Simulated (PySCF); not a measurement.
# A thermochemical cycle for GeP

CCSD(T) in PySCF with def2-SVP on every atom, for the lowest determinant that a PBE0 search found; no spin–orbit coupling. GeP, a doublet (π ↑), has De = 2.64 eV to neutral atoms, and GeP⁺, a triplet (π ↑↑), has De = 2.09 eV to Ge⁺ + P.

The adiabatic ionisation energy of GeP, between the minima, is 8.31 eV.

Which ionisation energy of the Ge atom does this level give?

IE(Ge) = IE(molecule) + De(ion) − De(neutral) = 8.31 + 2.09 − 2.64 = 7.76 eV; the measured value is 7.899 eV (NIST ASD).

Correlated steps freeze 14 core orbitals. UHF and ROHF references stand side by side, which adds small steps between rows. Correlated levels converge slowly with the basis: in double zeta they bind strong bonds too weakly, by up to about 1 eV, and carry superposition errors of some tenths. Spin–orbit coupling is left out. For an ion De counts to the pair picked by the measured ionisation energies or electron affinities, which need not be the lowest pair at this level. States were picked by a PBE0 search and need not be the measured ground states.
